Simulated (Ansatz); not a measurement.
Species: CH4Si, charge 1, doublet. CH4Si+ (parent SMILES C=[SiH2], doublet).
B3LYP-D3(BJ)/def2-TZVP minimum from Ansatz (a quantum-chemistry and plane-wave program):
```
Si
H 1 1.4654
H 1 1.4654 2 120.93
C 1 1.7952 2 119.53 3 -180.00
H 4 1.0858 1 121.96 2 180.00
H 4 1.0858 5 116.09 1 180.00
```
Charge +1, spin multiplicity 2.

Total energies in aug-cc-pV(D+d)Z, 11 correlated electrons, 6 frozen orbitals. Radicals and triplets start from unrestricted determinants; spin-orbit coupling is neglected. Cores are frozen in correlated methods. No relativity. The spin of CH4Si+ (parent SMILES C=[SiH2], doublet) was assumed, and the state is the lowest solution found for it.

```
method    program  energy (Eh)  minus CCSDT(Q) (mEh)
--------  -------  -----------  --------------------
HF         Ansatz   -328.80665                244.73
MP2        Ansatz   -329.00615                 45.22
CCSD       Ansatz   -329.04394                  7.43
CCSD(T)    Ansatz   -329.05005                  1.32
CCSDT(Q)   Ansatz   -329.05137                  0.00
```

Rough core times of Ansatz's runs on a shared machine: CCSD(T) under 20 s, CCSDT(Q) 6 min.
